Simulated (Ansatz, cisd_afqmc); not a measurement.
Species: AlH, charge 1, doublet. AlH+ (parent SMILES [AlH], doublet).
B3LYP-D3(BJ)/def2-TZVP minimum from Ansatz (an electronic-structure program):
```
Al
H 1 1.6229
```
Charge +1, spin multiplicity 2.

Total energies in aug-cc-pV(D+d)Z, 3 correlated electrons, 5 frozen orbitals. Radicals and triplets start from unrestricted determinants; spin-orbit coupling is neglected. Cores are frozen in correlated methods. No relativity. AFQMC is phaseless with a CISD trial state; ± is one standard error, without the phaseless bias. Outlying blocks are dropped, and bars are widened where a walk drifts. Over all cases where full CI ran beside it in this data, AFQMC minus full CI had a median of +0.1 mEh and passed +0.4 mEh in a tenth of the cases. Full CI freezes restricted core orbitals and the other rows unrestricted ones, which leaves a small offset even where coupled cluster is exact. The spin of HAl+ (parent SMILES [AlH], doublet) was assumed, and the state is the lowest solution found for it.

```csv
method,program,energy (Eh),error against FCI (mEh)
HF,Ansatz,-242.19020,42.88
MP2,Ansatz,-242.21899,14.10
CCSD,Ansatz,-242.23236,0.73
CCSD(T),Ansatz,-242.23286,0.23
CCSDT,Ansatz,-242.23311,-0.02
AFQMC/CISD,cisd_afqmc,-242.2330 ± 0.0001,0.1 ± 0.1
FCI,Ansatz,-242.23309,0.00
```
